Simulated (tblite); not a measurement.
Species: cyclohexanol, C₆H₁₂O.
SMILES with atom numbers: `[OH:1][CH:2]1[CH2:3][CH2:4][CH2:5][CH2:6][CH2:7]1` (hydrogens: H8 on O1; H9 on C2; H10, H11 on C3; H12, H13 on C4; H14, H15 on C5; H16, H17 on C6; H18, H19 on C7)

Computed with GFN2-xTB (tblite), gas phase: Langevin dynamics at 200 K from the optimised GFN2-xTB geometry, time step 0.5 fs, friction 0.01 fs⁻¹, 2000 steps. The instantaneous temperature is 2·E(kin)/(3Nk) with all 3N coordinates.

| t (fs) | T (K) | E(pot) above start (eV) | O1–C2 (Å) | C2–C3 (Å) | C3–C4 (Å) | C4–C5 (Å) | C5–C6 (Å) | O1–H8 (Å) |
| --- | --- | --- | --- | --- | --- | --- | --- | --- |
| 0 | 162 | 0.000 | 1.412 | 1.532 | 1.525 | 1.526 | 1.526 | 0.964 |
| 50 | 172 | 0.366 | 1.422 | 1.552 | 1.521 | 1.547 | 1.536 | 0.960 |
| 100 | 215 | 0.403 | 1.419 | 1.532 | 1.490 | 1.542 | 1.561 | 0.944 |
| 150 | 210 | 0.543 | 1.411 | 1.573 | 1.548 | 1.499 | 1.512 | 0.971 |
| 200 | 184 | 0.635 | 1.455 | 1.485 | 1.507 | 1.574 | 1.545 | 0.976 |
| 250 | 240 | 0.475 | 1.395 | 1.558 | 1.504 | 1.538 | 1.474 | 0.953 |
| 300 | 189 | 0.461 | 1.394 | 1.499 | 1.517 | 1.503 | 1.558 | 0.991 |
| 350 | 142 | 0.382 | 1.448 | 1.524 | 1.512 | 1.597 | 1.492 | 0.974 |
| 400 | 147 | 0.387 | 1.423 | 1.570 | 1.487 | 1.517 | 1.509 | 0.941 |
| 450 | 162 | 0.482 | 1.389 | 1.534 | 1.568 | 1.533 | 1.577 | 0.965 |
| 500 | 203 | 0.467 | 1.367 | 1.547 | 1.498 | 1.505 | 1.525 | 0.973 |
| 550 | 195 | 0.531 | 1.477 | 1.513 | 1.531 | 1.522 | 1.517 | 0.917 |
| 600 | 237 | 0.469 | 1.372 | 1.508 | 1.560 | 1.500 | 1.531 | 0.995 |
| 650 | 280 | 0.489 | 1.408 | 1.555 | 1.503 | 1.558 | 1.555 | 0.985 |
| 700 | 248 | 0.422 | 1.460 | 1.502 | 1.515 | 1.559 | 1.536 | 0.930 |
| 750 | 213 | 0.383 | 1.351 | 1.547 | 1.553 | 1.511 | 1.542 | 0.958 |
| 800 | 216 | 0.376 | 1.470 | 1.500 | 1.530 | 1.501 | 1.532 | 0.994 |
| 850 | 220 | 0.229 | 1.395 | 1.540 | 1.531 | 1.543 | 1.537 | 0.975 |
| 900 | 192 | 0.385 | 1.445 | 1.536 | 1.551 | 1.541 | 1.572 | 0.926 |
| 950 | 203 | 0.382 | 1.420 | 1.520 | 1.529 | 1.542 | 1.521 | 0.978 |
| 1000 | 172 | 0.487 | 1.390 | 1.476 | 1.518 | 1.562 | 1.530 | 1.000 |

Problem. From 500 fs on, how do temperature and potential energy compare with equipartition?

Solution. The mean temperature of these 11 frames is 216 K against the target 200 K, and the mean potential energy 0.42 eV against 51 × kT/2 = 0.44 eV for 51 classical harmonic modes. For 19 atoms in a canonical ensemble the temperature itself scatters by T·√(2/(3N)) = 37 K; here its standard deviation is 28 K. The whole run lasts only 10 friction times of 100 fs, so these averages carry a wide statistical error.

Problem. What are the kinetic and total energies of the listed frame with the highest potential energy?

Solution. The one at 200 fs, 0.635 eV above the start. Its kinetic energy is 3NkT/2 = 0.451 eV at 184 K, so the sum is 1.09 eV; over the listed frames the sum runs from 0.40 to 1.18 eV, since the thermostat adds and removes energy.

Problem. How much do the listed bonds fluctuate from 500 fs on?

Solution. 
```json
{"bond": "O1–C2", "at the start (Å)": "1.412", "mean (Å)": "1.414", "standard deviation (Å)": "0.042"}
{"bond": "C2–C3", "at the start (Å)": "1.532", "mean (Å)": "1.522", "standard deviation (Å)": "0.024"}
{"bond": "C3–C4", "at the start (Å)": "1.525", "mean (Å)": "1.529", "standard deviation (Å)": "0.019"}
{"bond": "C4–C5", "at the start (Å)": "1.526", "mean (Å)": "1.531", "standard deviation (Å)": "0.023"}
{"bond": "C5–C6", "at the start (Å)": "1.526", "mean (Å)": "1.536", "standard deviation (Å)": "0.015"}
{"bond": "O1–H8", "at the start (Å)": "0.964", "mean (Å)": "0.966", "standard deviation (Å)": "0.028"}
```

The motion is classical and holds no zero-point motion.

What follows is the cost of the whole dynamics run. On one thread, Intel Xeon Platinum 8375C at 2.90 GHz (x86_64), shared host, this took 16 s of wall time and 0.19 GiB of memory at its peak.
